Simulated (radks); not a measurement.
Values are calculated unless marked as measured or tabulated.
Q: The mean radii <r> (bohr) of the occupied orbitals of an atom or ion are listed with their occupations. Code: a radial shooting solver on a logarithmic mesh with Libxc functionals. Model: scalar-relativistic Kohn-Sham, BLYP, spin-polarised, spherical densities, point nucleus.

| orbital | occ. | <r> |
|---|---|---|
| 1s up | 1 | 0.02665 |
| 1s down | 1 | 0.02665 |
| 2s up | 1 | 0.1142 |
| 2s down | 1 | 0.1140 |
| 2p up | 3 | 0.09987 |
| 2p down | 3 | 0.09973 |
| 3s up | 1 | 0.2930 |
| 3s down | 1 | 0.2936 |
| 3p up | 3 | 0.2878 |
| 3p down | 3 | 0.2886 |
| 3d up | 5 | 0.2591 |
| 3d down | 1 | 0.2601 |
| 4s up | 1 | 0.5859 |

Name the element and its charge. Open shells, if any, are filled with parallel spins first.

A: Z = 54, xenon, charge +29: Xe29+ in [Ar] 3d6 4s1. The 1s radius gives Z: for a bare nucleus <r> = (2 gamma + 1)/(2Z) with gamma = sqrt(1 - (Z/c)^2), 0.02628 bohr for Z = 54, and screening makes it slightly larger (0.02665 here). The occupations add up to 25, and the charge is Z minus that.
